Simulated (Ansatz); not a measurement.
Species: C4H6OSi, charge 0, multiplicity 1. SMILES: [SiH3]c1ccoc1
Coordinates optimised at B3LYP-D3(BJ)/def2-TZVP (Ansatz, a program for electronic structure):
```
C
C 1 1.3617
O 2 1.3586 1 111.43
C 3 1.3637 2 106.68 1 0.00
C 4 1.3525 3 110.26 2 0.00
H 4 1.0754 5 133.76 1 180.00
H 2 1.0762 3 115.75 4 -180.00
H 5 1.0773 4 126.12 6 0.00
Si 1 1.8528 2 126.19 7 0.00
H 9 1.4814 1 108.70 2 0.00
H 9 1.4823 10 109.21 1 121.14
H 9 1.4823 10 109.21 11 117.72
```

Wanted: vertical triplet-singlet gap (E(triplet) - E(singlet); each state is the SCF solution reached for its spin; for the triplet the Hartree-Fock reference is unstable and T1 is 0.019; for the singlet the Hartree-Fock reference is unstable and T1 is 0.014), in kJ/mol. Cores are frozen in the correlated levels unless marked. UHF or UKS for open shells. Spin-orbit coupling is left out. No relativistic terms. 

```csv
level,program,vertical triplet-singlet gap (kJ/mol)
SVWN5/def2-TZVPD,Ansatz,420.7
PBE/def2-TZVPD,Ansatz,401.0
r2SCAN/def2-TZVPD,Ansatz,382.6
B3LYP/def2-TZVPD,Ansatz,396.9
BHLYP/def2-TZVPD,Ansatz,380.1
wB97M-V/def2-TZVPD,Ansatz,416.5
wB97X-V/def2-TZVPD,Ansatz,411.1
RI-MP2/aug-cc-pV(T+d)Z,Ansatz,485.9
CCSD(T)/aug-cc-pV(D+d)Z,Ansatz,417.1
```
